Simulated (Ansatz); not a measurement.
(OH)2Al-O-SiH3 (AlSiO3H5). Total charge 0; singlet. Geometry relaxed at PBE0-D4/def2-SVP.

```xyz
10

Al   -1.033    0.657    0.186
O    -1.453    1.609    1.521
O    -2.105    0.530   -1.117
O     0.436   -0.173    0.119
Si    1.700   -1.112   -0.358
H    -0.905    1.735    2.297
H    -2.953    0.976   -1.144
H     2.832   -0.960    0.606
H     1.302   -2.553   -0.396
H     2.179   -0.709   -1.716
```

(1) Estimate the harmonic wavenumbers at RKS PBE0-D4/def2-SVP (Ansatz, unscaled). Is this a minimum?

Results:

(1) 16, 46, 70, 215, 252, 292, 337, 355, 505, 589, 608, 738, 740, 841, 951, 955, 967, 1006, 1150, 2226, 2227, 2232, 3987, 3992 cm⁻¹. Yes, no mode is imaginary beyond noise. Zero-point energy 151.3 kJ/mol. Run time 72 s (2 threads of AMD EPYC 7R13 on a shared host).
